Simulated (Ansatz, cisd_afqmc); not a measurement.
Species: H₂SO₄, charge 0, singlet. H2SO4 (SMILES O=S(=O)(O)O).
B3LYP-D3(BJ)/def2-TZVP minimum from Ansatz (a program for electronic structure):
```xyz
7

O     -0.5740     1.3470     0.3231
S     -0.0858    -0.1333    -0.0121
O     -0.5763    -0.4966    -1.2958
O     -0.3152    -0.8883     1.1702
O      1.4851     0.0684    -0.1947
H     -0.6957     1.8369    -0.5051
H      1.9113     0.0515     0.6764
```

Atomisation energy term by term, kcal/mol (programs: Ansatz, cisd_afqmc). UHF or UKS for unpaired electrons; spin-orbit terms are left out. Correlated methods leave the cores frozen. Rows without X2C or -DK are non-relativistic. The Monte Carlo rows (phaseless AFQMC, CISD trial, step 0.005/hartree) carry one-sigma bars that omit the constraint's bias. Outlying blocks are dropped, and bars are widened where a walk drifts. Over all cases where full CI ran beside it in this data, AFQMC minus full CI had a median of +0.1 mEh and passed +0.4 mEh in a tenth of the cases. CBS(X,Y): correlation extrapolated as X^-3, Hartree-Fock from the larger set. A bracket is a step between two methods taken in the basis named. '+ core + X2C': CCSD(T) terms for core correlation (cc-pwCVTZ, 1s frozen past Ne) and scalar relativity (cc-pVTZ-DK). Where a partner has so few electrons that a lower coupled-cluster level is exact, that level stands in.

| term | basis | kcal/mol |
|---|---|---|
| Hartree-Fock | cc-pV(Q+d)Z | 326.06 |
| CCSD correlation | CBS(cc-pV(T+d)Z,cc-pV(Q+d)Z) | 252.12 |
| (T) | CBS(cc-pV(T+d)Z,cc-pV(Q+d)Z) | 22.41 |
| CCSDT(Q) - CCSD(T) | cc-pV(D+d)Z | 1.47 |
| core correlation | cc-pwCVTZ | 1.76 |
| scalar relativity | X2C, cc-pVTZ-DK | -2.39 |
| sum: De |  | 601.4 |

The step beyond CCSD(T) by other levels: AFQMC/CISD in cc-pV(T+d)Z 0.42 ± 0.27 kcal/mol.
